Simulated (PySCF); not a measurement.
**Converging GeBr in the basis (r²SCAN)**

PySCF, UKS reference; doublet, unpaired electrons π ↑; De to Ge + Br without counterpoise correction.

```json
{"basis": "cc-pVDZ-PP", "relativity": "scalar-relativistic core potentials", "functions": "46", "Re (Å)": "2.341", "ωe (cm⁻¹)": "292", "De (eV)": "3.70", "μ (D)": "-1.63"}
{"basis": "def2-TZVPP", "relativity": "no relativity", "functions": "96", "Re (Å)": "2.325", "ωe (cm⁻¹)": "296", "De (eV)": "3.81", "μ (D)": "-1.38"}
{"basis": "def2-TZVPPD", "relativity": "no relativity", "functions": "111", "Re (Å)": "2.325", "ωe (cm⁻¹)": "295", "De (eV)": "3.82", "μ (D)": "-1.35"}
```

Q: How does each smaller set differ from the one with most functions, def2-TZVPPD?

A: cc-pVDZ-PP: +1.6 pm, -1.0 % in ωe, -0.12 eV in De; def2-TZVPP: +0.0 pm, +0.3 % in ωe, -0.01 eV in De. All at r²SCAN; the set with most functions is neither the basis-set limit nor always the best. The rows treat relativity differently, so the differences are not basis effects alone.

A positive dipole means Ge(−)Br(+). Spin–orbit coupling is left out. The state is the lowest determinant that a PBE0 search found; another state may lie lower at other levels.
